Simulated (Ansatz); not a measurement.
Relaxation of C$_{2}$H$_{9}$AsOSi (14 atoms, charge 0, multiplicity 1), to a largest force component of 0.015 eV/Å in at most 40 steps.

The calculation used RKS BLYP/def2-SVP in Ansatz 0.2.0.

```xyz
14
Properties=species:S:1:pos:R:3:forces:R:3
C -0.778 2.178 0.901 -2.31 4.10 -0.19
O 0.021 1.413 1.663 2.09 -2.24 0.54
Si 0.725 0.234 0.621 1.49 0.48 1.94
As -0.670 -1.482 0.216 -2.54 -0.81 0.25
C 0.414 -2.315 -1.169 0.93 -0.53 -0.04
H -1.297 2.991 1.554 0.52 -0.85 -0.62
H -0.235 2.783 0.114 -0.20 -0.31 0.09
H -1.612 1.645 0.428 -0.45 -0.33 -0.45
H 1.187 0.856 -0.595 0.39 0.68 -0.97
H 1.943 -0.322 1.331 -0.21 0.07 -0.02
H -1.542 -0.657 -0.821 0.22 -0.25 0.46
H 1.336 -2.726 -0.653 -0.63 0.01 -0.67
H -0.194 -3.092 -1.680 0.32 -0.04 0.16
H 0.688 -1.534 -1.883 0.38 0.02 -0.48
```

Q: Where does it end, and by what steps?

A: The run converged. The force dipped under the threshold on the way, but the program's further checks kept it going. After 14 steps the energy has fallen by 0.723 eV; H8 moved furthest, 0.54 Å.

| step | energy less start (eV) | largest force component (eV/Å) | accepted |
| --- | --- | --- | --- |
| 0 | 0.0000 | 4.099 | yes |
| 1 | -0.5696 | 1.763 | yes |
| 2 | -0.6635 | 0.477 | yes |
| 3 | -0.6999 | 0.440 | yes |
| 4 | -0.7115 | 0.329 | yes |
| 5 | -0.7187 | 0.123 | yes |
| 6 | -0.7177 | 0.180 | no |
| 7 | -0.7208 | 0.027 | yes |
| 8 | -0.7214 | 0.021 | yes |
| 9 | -0.7215 | 0.061 | yes |
| 10 | -0.7220 | 0.024 | yes |
| 11 | -0.7224 | 0.007 | yes |
| 12 | -0.7227 | 0.022 | yes |
| 13 | -0.7228 | 0.019 | yes |
| 14 | -0.7228 | 0.008 | yes |

```xyz
14
Properties=species:S:1:pos:R:3
C -0.908 2.404 1.015
O 0.091 1.505 1.484
Si 0.785 0.266 0.574
As -0.760 -1.541 0.093
C 0.477 -2.476 -1.218
H -1.080 3.174 1.795
H -0.602 2.925 0.078
H -1.879 1.891 0.821
H 1.376 0.820 -0.703
H 1.887 -0.281 1.429
H -1.490 -0.700 -0.986
H 1.232 -3.042 -0.640
H -0.129 -3.195 -1.803
H 0.987 -1.781 -1.911
```

Time of the run: 53 s on 2 threads of Arm Neoverse V1 (shared host), peak memory 0.19 GiB.
